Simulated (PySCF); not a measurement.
C₃H₇FSi, SMILES FC1C[SiH2]C1.

Geometry: ωB97X-D3(BJ)/def2-SVP. This is a generated structure with no PubChem entry under its InChIKey; it may be hypothetical.

Two levels are set side by side: PBE/def2-TZVP (PySCF) and r2SCAN/def2-TZVP (PySCF). Same geometry, gas phase. Differences are taken from unrounded values.

```tsv
quantity	r2SCAN	PBE	PBE minus r2SCAN
orbital gap (eV)	7.17	6.50	-0.67
highest occupied level (eV)	-7.35	-7.06	0.29
lowest empty level (eV)	-0.18	-0.57	-0.38
dipole moment (D)	1.41	1.30	-0.11
mean polarisability (bohr³)	61.2	62.8	1.6
```

Rough cost on one machine, each run with all the roots and properties that it gave: r2SCAN against PBE about 4 times.
